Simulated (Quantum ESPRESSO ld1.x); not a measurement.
Q: Excited configurations of Nb2+: one electron is placed in a higher orbital outside [Kr] 4d2. The ground configuration is [Kr] 4d3. All-electron calculation, non-relativistic Kohn-Sham, LDA (Slater exchange, Perdew-Zunger correlation), spin-polarised, spherical densities, point nucleus; open shells are filled with parallel spins first; relativity is left out, which matters for an element this heavy. Program: ld1.x of Quantum ESPRESSO 7.5. Excitation = E - E(ground); binding = E(ion) - E, where the ion is the core of charge +3; n* = 3/sqrt(2 binding) in atomic units, and the quantum defect is n - n*.

outer orbital  excitation (eV)  binding (eV)     n*  quantum defect  eigenvalue (eV)  <r> (bohr)
5s                       3.693        22.258  2.346           2.654          -18.886       2.969
5p                       8.523        17.428  2.651           2.349          -14.604       3.439
5f                      20.238         5.713  4.630           0.370           -4.709       8.850
6p                      16.785         9.166  3.655           2.345           -7.868       6.649
6d                      19.390         6.561  4.320           1.680           -5.586       8.702
6f                      21.954         3.997  5.535           0.465           -3.392       13.73
7s                      19.424         6.527  4.331           2.669           -5.677       9.689
7d                      21.556         4.395  5.278           1.722           -3.795       13.47

Estimate the row for 7p.

A: excitation (eV) 20.234; binding (eV) 5.717; n* 4.628; quantum defect 2.372; eigenvalue (eV) -4.959; <r> (bohr) 10.78. The Delta-SCF ionisation energy is 25.951 eV (NIST Atomic Spectra Database: 25.040 eV, semi-empirical). Self-interaction in the functional shifts the binding energies and quantum defects, so they are the method's values and not measured ones. Relativity is left out here, which matters for elements this heavy. Open shells are spherical and high-spin; term and fine-structure splittings are not resolved.
